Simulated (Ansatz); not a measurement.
Na6, relaxed as a singlet with RKS B3LYP/def2-SVP in Ansatz, starting from the GFN2-xTB geometry. Force threshold 0.02 eV/Å.

The restricted singlet is unstable towards broken spin symmetry in Hartree–Fock (as tested in another run); at B3LYP/def2-SVP this wasn't settled. The structure comes from a short search, and lower isomers may exist.

Start:

```xyz
6

Na    2.084    2.223   -0.195
Na    0.050    2.012    2.155
Na    2.473   -0.590   -1.465
Na   -0.251   -1.852   -2.332
Na   -2.585    0.497    1.480
Na   -1.771   -2.290    0.357
```

```
step  energy (eV)  largest force component (eV/Å)  SCF passes
   1  -26489.9206                           0.162          24
   2  -26489.9559                           0.134          29
   3  -26490.0481                           0.066          28
   4  -26490.0976                           0.082          29
   5  -26490.1537                           0.081          29
   6  -26490.2191                           0.077          28
   7  -26490.2798                           0.062          28
   8  -26490.3270                           0.056          29
   9  -26490.3686                           0.043          27
  10  -26490.4008                           0.026          28
  11  -26490.4181                           0.015          28
  12  -26490.4215                           0.014          29
```

Force components are those of the run's own axes.

End:

```xyz
6

Na    2.959    2.584    0.165
Na   -0.049    1.556    1.389
Na    1.625   -0.184   -1.301
Na    0.095   -2.937   -2.624
Na   -3.056    0.355    2.454
Na   -1.575   -1.374   -0.084
```

Bonds formed: Na2–Na3, Na2–Na6, Na3–Na6 (atoms count from 1).

The force fell under the threshold at step 11, but the optimiser went on and released 0.003 eV more. No frequencies were taken in this run, so the end may be a saddle point.

It took 25 s on 4 threads of Arm Neoverse V2 on a shared host.
